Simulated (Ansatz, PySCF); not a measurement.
System: GaBr₂ (charge 0, doublet). It need not be the lowest isomer of its formula. 
Coordinates optimised at B3LYP-D3(BJ)/def2-TZVP (Ansatz, a program for electronic structure):
```xyz
3

Ga     0.6960     0.3351     0.2410
Br    -0.5928     1.3825    -1.4138
Br    -0.0237    -1.6794     1.2004
```
Charge 0, spin multiplicity 2.

Property: vertical ionisation energy (to the singlet state of charge +1; each state is the SCF solution reached for its spin), in eV. Valence correlation only, unless marked. Open shells are spin-unrestricted. No spin-orbit coupling. The frozen core is the preceding noble-gas configuration, with the filled d and f shells of earlier blocks. No relativistic terms. CBS marks a two-point X^-3 extrapolation of the correlation energy; Hartree-Fock from the larger set. The bracket is a focal-point correction in the basis named.

```csv
level,program,vertical ionisation energy (eV)
HF/aug-cc-pVTZ,Ansatz,8.72
HF/aug-cc-pVQZ,Ansatz,8.71
PBE/def2-TZVPD,Ansatz,8.77
r2SCAN/def2-TZVPD,Ansatz,9.03
M06-2X/def2-TZVPD,PySCF,8.98
CAM-B3LYP/def2-TZVPD,Ansatz,9.10
B2PLYP/def2-TZVPD,Ansatz,8.81
MP2/aug-cc-pVDZ,Ansatz,8.73
RI-MP2/aug-cc-pVTZ,Ansatz,8.72
SCS-MP2/aug-cc-pVDZ,Ansatz,8.67
CCSD/aug-cc-pVDZ,Ansatz,8.74
CCSD/aug-cc-pVTZ,Ansatz,8.75
CCSD(T)/aug-cc-pVDZ,Ansatz,8.68
CCSD(T)/aug-cc-pVTZ,Ansatz,8.71
"RI-MP2/CBS(aug-cc-pVTZ,aug-cc-pVQZ)+[CCSD(T)-MP2]/aug-cc-pVTZ",Ansatz,8.78
```

For comparison, minus the highest occupied orbital energy (PySCF): 5.77 eV at BLYP/def2-TZVPD, 6.05 eV at TPSS/def2-TZVPD, 6.97 eV at PW6B95/def2-TZVPD.
